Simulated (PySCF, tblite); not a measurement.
A set of runs on `FC=C1C=C[SiH2]C=C1`; the geometry of each is named by its level. Settings lines and outputs come from a driver script.

C₆H₇FSi.
Atom-mapped SMILES: `[F:1][CH:2]=[C:3]1[CH:4]=[CH:5][SiH2:6][CH:7]=[CH:8]1` (hydrogens: H9 on C2; H10 on C4; H11 on C5; H12, H13 on Si6; H14 on C7; H15 on C8)

Step 1: GFN2-xTB geometry optimisation, gas phase (tblite 0.8.0) (from a force-field or distance-geometry start)
```json
{"job": {"kind": "relax", "xc": "GFN2-xTB", "basis": "xTB"}, "charge": 0, "multiplicity": 1}
```
```
step      E/eV     max force
  0    -620.23759    1.545
  1    -620.26779    1.238
  2    -620.29176    0.380
...
 18    -620.35160    0.025
 19    -620.35168    0.029
 20    -620.35174    0.023
 21    -620.35178    0.012
 22    -620.35179    0.008
```

Energy lowered by 2.6 kcal/mol over 22 steps; largest atomic force 0.008 eV/Å at the end. «max force» is the largest atomic force in eV/Å.

The run took 0.25 s of wall time on an Arm Neoverse N1 with one thread, shared host.

Step 2: GFN2-xTB harmonic vibrations, gas phase (tblite 0.8.0) (on the GFN2-xTB geometry)
```json
{"job": {"kind": "ir", "xc": "GFN2-xTB", "basis": "xTB"}, "charge": 0, "multiplicity": 1}
```
```
(table of modes left out)
```

39 modes from 55 to 3076 cm⁻¹ (unscaled, harmonic); zero-point energy 65.6 kcal/mol; all wavenumbers are real at this level.

Time: 0.85 s. Hardware: an Arm Neoverse N1 with one thread, shared host with 64 logical CPUs at a one-minute load of 59.

Step 3: TDDFT CAM-B3LYP/def2-SVPD, vertical, gas phase, core orbitals frozen in the response (PySCF 2.14.0, density-fitted response routines) (on the GFN2-xTB geometry)
```json
{"job": {"kind": "uv", "xc": "CAM-B3LYP", "basis": "def2-SVPD", "nstates": 8, "ntriplets": 3}, "charge": 0, "multiplicity": 1}
```
```
...
Static polarisability (au): isotropic 100.117, principal 62.536 88.057 149.758
Singlet excitations
state   eV       nm        f      main configurations
  1   5.1897    238.9   0.49341   H->L 0.86, H->L+1 0.11
  2   5.5149    224.8   0.13395   H->L+1 0.85, H->L 0.10
  3   5.8545    211.8   0.02888   H-1->L 0.96
  4   5.8822    210.8   0.00008   H-2->L 0.94
  5   6.3038    196.7   0.00000   H->L+2 0.90
  6   6.6247    187.2   0.00085   H-2->L+1 0.77, H-3->L 0.18
  7   6.8786    180.2   0.00047   H->L+3 0.88
  8   6.9507    178.4   0.00508   H->L+4 0.61, H->L+5 0.21
Triplet excitations (Tamm-Dancoff, eV): 2.8187 3.8890 4.9437
```

HOMO -7.83 eV, LUMO -0.42 eV; lowest singlet 5.19 eV; lowest triplet 2.82 eV (Tamm–Dancoff); mean polarisability 100.1 au.

The run took 1.7 min (with the writing of density and orbital grids) on one thread, Arm Neoverse N1 (aarch64), shared host with 64 logical CPUs at a one-minute load of 58, and the process peaked at 1.0 GiB of memory.

Geometry of the electronic-property runs (GFN2-xTB):
```
atom  x, y, z in Å
F1     3.2460    0.8104    0.2464
C2     2.3781   -0.1981    0.4265
C3     1.0601   -0.0790    0.1873
C4     0.2344   -1.2535    0.4240
C5    -1.0859   -1.3236    0.2420
Si6   -2.0908    0.1359   -0.3658
C7    -0.7579    1.4345   -0.5639
C8     0.5249    1.1878   -0.2884
H9     2.8724   -1.0920    0.7788
H10    0.7863   -2.1186    0.7783
H11   -1.5778   -2.2626    0.4575
H12   -2.7488   -0.1642   -1.6452
H13   -3.0974    0.5416    0.6255
H14   -1.0194    2.4250   -0.9116
H15    1.2715    1.9645   -0.4135
```

 (This holds for the electronic-property runs.)
